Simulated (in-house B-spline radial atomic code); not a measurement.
**Two electrons outside the [Ne] 3s2 core: V X (V9+)**

Computed with an all-electron radial atomic-structure program (B-spline basis): configuration interaction (CI) of the two valence electrons in the field of the frozen Dirac-Fock core, alone and with many-body perturbation theory for the core (screened one- and two-electron correlation potentials), Breit and QED terms; no-pair Dirac Hamiltonian, finite nucleus. Labels give the configuration (outer n counted up each series) and the leading LS term, or the jj pair where no LS term holds 70 %.

The outer s² shell of this core is soft: its mixing with p² is only treated to second order, so levels can be several per cent off.

Command:
```bash
python run_mb.py task.json out
```
Settings (nuclear radius in fm, box in bohr, cutoff in hartree):
```
basis_form          3
Z                   23
core_configuration  [Ne] 3s2
rms_radius          3.6002
mass_number         51
speed_of_light      137.036
box_radius          8.182
lmax                6
intervals           62
virtual_cutoff      1058.0
```

Run time, properties included: 72 s on 1 thread of Arm Neoverse V2, on a shared host.

Excitation energies (cm⁻¹):

| level | purity of the LS term | CI alone | CI + MBPT + Breit + QED | Landé g of the LS mixture |
| --- | --- | --- | --- | --- |
| 3p2 3P0 | 0.984 | 0 | 0 | - |
| 3p2 3P1 | 1.0 | ? | ? | ? |
| 3p2 3P2 | 0.953 | 9919 | 9311 | 1.48 |
| 3p2 1D2 | 0.953 | ? | ? | ? |
| 3p2 1S0 | 0.984 | 66357 | 68421 | - |

Problem. Where does 3p2 3P1 lie?

Solution. 4403 cm⁻¹ in CI alone and 4176 cm⁻¹ with all corrections; g = 1.50.

Problem. Where does 3p2 1D2 lie?

Solution. 34369 cm⁻¹ in CI alone and 29763 cm⁻¹ with all corrections; g = 1.02.

Problem. What is the first ionisation energy?

Solution. 229.48 eV to the 3p1/2 state of the next ion (228.27 eV from CI alone). NIST lists 230.5 ± 0.5 eV (semi-empirical).
